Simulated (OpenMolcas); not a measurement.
# Ga2+: effect of correlating more closed shells

```
Program             : OpenMolcas
Basis               : ANO-RCC-VTZP [6s5p3d1f]
Scalar Hamiltonian  : DKH2, point nucleus
Active space        : 1 electron in 4 orbitals (4s 4p)
State averaging     : 2S+1 = 2 even, 1 root; 2S+1 = 2 odd, 3 roots
Spin-orbit coupling : RASSI with atomic mean-field integrals over the reference wave functions, term energies averaged over their components
```

Methods on the same reference wave functions:
A. CASSCF
B. SS-CASPT2, IPEA 0.25 Eh, imaginary shift 0.1 Eh (closed shells correlated: 3d)
C. SS-CASPT2, IPEA 0.25 Eh, imaginary shift 0.1 Eh (closed shells correlated: 3s 3p 3d)

Energies in cm⁻¹ above 4s ²S_1/2, the measured ground level; measured values from Shirai, Reader, Kramida and Sugar, J. Phys. Chem. Ref. Data 36, 509 (2007).

```json
{"Level": "4s ²S_1/2", "A": "0.0", "B": "0.0", "C": "0.0", "Measured": "0.0"}
{"Level": "4p ²P°_1/2", "A": "62874", "B": "65174", "C": "65690", "Measured": "65169"}
{"Level": "4p ²P°_3/2", "A": "64256", "B": "66556", "C": "67072", "Measured": "66888"}
```

Deviations, from unrounded energies. A percentage is the sum of absolute deviations over the sum of measured energies, with the sign that they share, or ± where signs differ.

| Against measurement | Levels | A | B | C |
| --- | --- | --- | --- | --- |
| mean absolute deviation (cm-1) | 2 | 2500 | 170 | 350 |
| other configurations (%) | 2 | -3.7 | ±0.3 | +0.5 |

B lies closest to measurement on these levels and A furthest from it. The largest miss of B in the table is 4p ²P°_3/2, by -330 cm-1. The ranking rests on the paired levels alone, and a cruder setting can come out closer through cancelling errors.

Between B and C the level of the table that moves most is 4p ²P°_1/2, by 520 cm-1 (lowest in B, highest in C).

The lowest spin-free term lies below A's lowest term by 0.376 hartree in B, 0.594 hartree in C.

What an inner shell adds also hangs on whether the basis holds functions to correlate it.

With one active electron the reference holds no correlation, so core polarisation is missing (holds for A). With one active electron, CASPT2 adds the correlation within the correlated inactive shells and between them and that electron, and leaves the splitting within a term as the reference gives it (holds for B; C). Computed and measured levels are paired by configuration, term and J; levels that our copy of the source lacks, or whose pairing is in doubt (as where it misses far off the trend of its configuration), stay unpaired and out of the deviations. Only configurations of the active space appear.

° marks odd parity.
